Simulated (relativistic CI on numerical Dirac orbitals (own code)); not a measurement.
What each ingredient does to the levels of Cs³⁸⁺

Base calculation: Dirac-Coulomb-Breit CI, orbitals from a KLI potential per configuration, QED by a radiative potential, unscaled Slater integrals.

Configuration list (outside the closed core [Ne]): 3s2 3p5, 3s 3p6, 3s2 3p4 3d, 3s 3p5 3d, 3p6 3d, 3s 3p4 3d2, 3s2 3p3 3d 4p, 3p6 4s, 3s 3p4 3d 4s, 3s2 3p4 4s, 3p6 4p, 3s2 3p4 4p, 3s2 3p3 3d2, 3s2 3p2 3d3, 3s 3p3 3d3, 3s2 3p2 3d2 4s, 3s2 3p2 3d2 4p. Double excitations out of closed p, d and f shells are left out; levels of such configurations are missing from the list, as are those of other unlisted configurations, and high levels can miss mixing partners.

The lowest level and the first level of each name with at least 55 % of one term (blank where a level has no safe partner in the second run):

| Level | Base (eV) | Shift (eV) |
| --- | --- | --- |
| 3s2 3p5 2P°_3/2 | 0.000 | 0.000 |
| 3s2 3p5 2P°_1/2 | 84.521 | +0.671 |
| 3s2 3p4 3d 2D_3/2 | 178.830 | -1.755 |
| 3s2 3p4 3d 4F_9/2 | 182.684 | -2.970 |
| 3s2 3p4 3d 4D_1/2 | 236.612 | -2.064 |
| 3s2 3p4 3d 2G_7/2 | 252.383 | -2.294 |
| 3s2 3p4 3d 2G_9/2 | 270.322 | -2.314 |
| 3s 3p5 3d 4F°_9/2 | 375.326 | +9.395 |

At this charge energies of transitions that change n are usually good to better than 1 %, and those within a shell (Δn = 0) to a few per cent.

Task: One thing was changed in a second run, which moved the levels as shown. Which?
A. QED terms removed
B. Breit term removed
C. one mean potential for all configurations
D. configuration mixing switched off

Result: D. Configuration mixing switched off. Without mixing, levels that were pushed by configurations of the same parity and J return to their single-configuration places.

LS names give the leading component of a level, which can be under half, so a name can repeat, a term be missing and a line seem to break the LS rules.
